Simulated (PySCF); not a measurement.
A structure optimised at B3LYP-D3(BJ)/def2-TZVP, used in a PySCF frequency run:

```xyz
4

Si     0.0000     0.0000     0.4374
O      0.0000     0.0000    -1.0821
H      0.0000    -1.2270     1.2664
H      0.0000     1.2270     1.2664
```

Write its SMILES, formula and point group.

O=[SiH2], H2OSi, C2v

What are its rotational constants (standard atomic weights)?

166.51, 18.576, 16.712 GHz
